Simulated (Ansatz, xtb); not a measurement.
# C5H5Cl2N: which of two isomers lies lower

Structure I: `C/C(Cl)=C(/C#N)CCl`, a singlet. Structure II: `C=C(C#N)CC(Cl)Cl`, a singlet. Both are isolated molecules in the gas phase, relaxed with PBE-D3(BJ)/def2-SVP; the shapes shown needn't be the lowest conformers.

I (Å):

```yaml
atoms:
  - { symbol: C, position_ang: [-2.0943, -0.4396, -1.1599] }
  - { symbol: C, position_ang: [-0.9604, -0.5154, -0.1920] }
  - { symbol: C, position_ang: [-1.0313, -0.9949, 1.0883] }
  - { symbol: C, position_ang: [0.1341, -1.0925, 1.9104] }
  - { symbol: C, position_ang: [-2.3266, -1.4844, 1.6890] }
  - { symbol: Cl, position_ang: [0.5573, 0.0602, -0.8095] }
  - { symbol: Cl, position_ang: [-2.7627, -3.1574, 1.1295] }
  - { symbol: N, position_ang: [1.0484, -1.1906, 2.6422] }
  - { symbol: H, position_ang: [-2.9906, -0.9666, -0.7865] }
  - { symbol: H, position_ang: [-2.3462, 0.6180, -1.3859] }
  - { symbol: H, position_ang: [-1.7949, -0.9090, -2.1188] }
  - { symbol: H, position_ang: [-3.1741, -0.8296, 1.4162] }
  - { symbol: H, position_ang: [-2.2500, -1.5275, 2.7898] }
```

II (Å):

```xyz
13

C    -1.4071   -1.3499    2.5823
C    -0.7994   -1.3205    1.3741
C     0.5779   -1.7102    1.2371
C    -1.4989   -0.9109    0.0941
C    -1.5769   -2.0403   -0.9349
Cl   -2.2916   -1.4209   -2.4612
Cl   -2.5213   -3.4261   -0.2912
N     1.6958   -2.0264    1.0643
H    -0.8656   -1.6532    3.4900
H    -2.4661   -1.0666    2.6781
H    -0.9481   -0.0740   -0.3855
H    -2.5250   -0.5596    0.3166
H    -0.5770   -2.4376   -1.1923
```

Task: Which of the two would you expect CCSD(T)/def2-SVP + ΔMP2/def2-TZVPP electronic energies to favour?

Result: Structure I; the calculation gives E(II) − E(I) = +9.9 kJ/mol.

Level by level:

```json
{"level": "GFN2-xTB", "geometry": "GFN2-xTB", "E(II) − E(I) (kJ/mol)": "+37.9", "departure from the last row (kJ/mol)": "+28.0", "job, with rough time for the two": "optimisation, 0.23 s"}
{"level": "HF/STO-3G", "geometry": "GFN2-xTB", "E(II) − E(I) (kJ/mol)": "+21.4", "departure from the last row (kJ/mol)": "+11.5", "job, with rough time for the two": "single point, 0.48 s"}
{"level": "r2SCAN-D4/def2-SVP", "geometry": "GFN2-xTB", "E(II) − E(I) (kJ/mol)": "+21.3", "departure from the last row (kJ/mol)": "+11.4", "job, with rough time for the two": "single point, 4.5 s"}
{"level": "PBE-D3(BJ)/def2-SVP", "geometry": "PBE-D3(BJ)/def2-SVP", "E(II) − E(I) (kJ/mol)": "+22.5", "departure from the last row (kJ/mol)": "+12.5", "job, with rough time for the two": "optimisation, 28 s"}
{"level": "HF/def2-SVP", "geometry": "PBE-D3(BJ)/def2-SVP", "E(II) − E(I) (kJ/mol)": "+4.5", "departure from the last row (kJ/mol)": "−5.4", "job, with rough time for the two": "part of the CCSD(T) run"}
{"level": "MP2/def2-SVP", "geometry": "PBE-D3(BJ)/def2-SVP", "E(II) − E(I) (kJ/mol)": "+15.9", "departure from the last row (kJ/mol)": "+6.0", "job, with rough time for the two": "part of the CCSD(T) run"}
{"level": "CCSD(T)/def2-SVP", "geometry": "PBE-D3(BJ)/def2-SVP", "E(II) − E(I) (kJ/mol)": "+11.3", "departure from the last row (kJ/mol)": "+1.4", "job, with rough time for the two": "single point"}
{"level": "CCSD(T)/def2-SVP + ΔMP2/def2-TZVPP", "geometry": "PBE-D3(BJ)/def2-SVP", "E(II) − E(I) (kJ/mol)": "+9.9", "departure from the last row (kJ/mol)": "", "job, with rough time for the two": "single point, 93 s"}
```

As drawn, both hold the same kinds of bond in the same numbers. Structure I has 1 methyl group, II 0.

The levels shown agree on the order. The largest departure from CCSD(T)/def2-SVP + ΔMP2/def2-TZVPP is that of GFN2-xTB, 28.0 kJ/mol. The last row adds to CCSD(T) the change of the MP2 difference between the two basis sets, here −1.4 kJ/mol.

With thermal terms from frequencies at re-optimised GFN2-xTB minima (ideal gas, soft modes damped towards free rotors, one conformer each, 298.15 K, 1 atm): the zero-point term adds −0.2 kJ/mol; ΔH is +8.9 and ΔG +11.3 kJ/mol.

The correlated steps freeze 16 core orbitals. Programs: Ansatz 0.2.0, xtb 6.7.1; the last row on 4 threads of Arm Neoverse V1 on a shared host.
